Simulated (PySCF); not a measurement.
Computed with delta-SCF UKS SCAN, pcX-2 on the ionised atom, pcseg-1 elsewhere, spin-free X2C in PySCF 2.14.0. Geometries: PBE0-D3(BJ)/def2-SVP; isolated species, one conformer each. Values against the vacuum level.

(1) Rank by computed C 1s binding energy, lowest first.
A. C5 in `[BH2:1][NH:2][CH2:3][CH:4]=[CH2:5]`
B. C1 in `[CH3:1]/[CH:2]=[CH:3]/[F:4]`
C. C3 in `[BH2:1][NH:2][CH:3]1[CH2:4][CH2:5]1`
D. C3 in `[BH3-:1][N+:2]#[C:3][CH2:4][CH3:5]`

(2) Order these sites by rising B 1s binding energy.
A. Boron in `BNCC=C`
B. Boron in `[BH3-][N+]#CCC`
C. Boron in `BNC1CC1`

Answers

(1) A (290.30 eV), B (291.22 eV), C (291.73 eV), D (292.78 eV).

From the lowest up, the atoms are bonded to: C (double bond) and 2 H (290.30); C and 3 H (291.22); N, 2 C and H (291.73); N (triple bond) and C (292.78).

(2) B (193.83 eV), C (195.02 eV), A (195.32 eV).

From the lowest up, the atoms are bonded to: N and 3 H (193.83); N and 2 H (195.02); N and 2 H (195.32).

2 of these hole states are spin-contaminated (⟨S²⟩ up to 0.95, against 0.75; counted from 0.85) and less certain.
